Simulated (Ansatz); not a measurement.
Isolated molecules relaxed with PBE0-D4/def2-TZVP in Ansatz; ΔE leaves out vibrations. CCSD(T)/CBS adds triple-zeta CCSD(T) − MP2 to the extrapolated MP2 energy (def2 sets, frozen cores). Functionals use def2-TZVPP. For Ge outer-core shells are correlated without core-valence functions, which leaves a few kJ/mol of doubt a bond. Scalar relativity is left out up to krypton. One conformer a species, not always the lowest.

`Cl[SiH2][S][GeH3]` + `[NH2][GeH3]` → `Cl[SiH2][NH][GeH3]` + `[SH][GeH3]`  (ligand exchange at the Si–S bond)

```json
{"level": "BHLYP-D4", "ΔE (kcal/mol)": "-4.1"}
{"level": "CAM-B3LYP-D4", "ΔE (kcal/mol)": "-4.6"}
```

What does CCSD(T)/CBS give? (Estimate.)

Ansatz gave: -2.6 kcal/mol. The listed levels differ from it by -1.5, -2.0 kcal/mol.

Largest T1 diagnostic among the species: 0.011.

From BLYP to BHLYP (50 % exact exchange), in def2-TZVPP and without D4, ΔE moves by −1.2 kcal/mol. At CCSD(T), def2-SVP lies −2.5 kcal/mol from the extrapolated value and def2-TZVPP −1.0 kcal/mol. In def2-TZVPP, CCSD(T) changes the Hartree–Fock value by +2.3 kcal/mol (the triples alone add +0.6 kcal/mol) and MP2 by +3.3 kcal/mol.
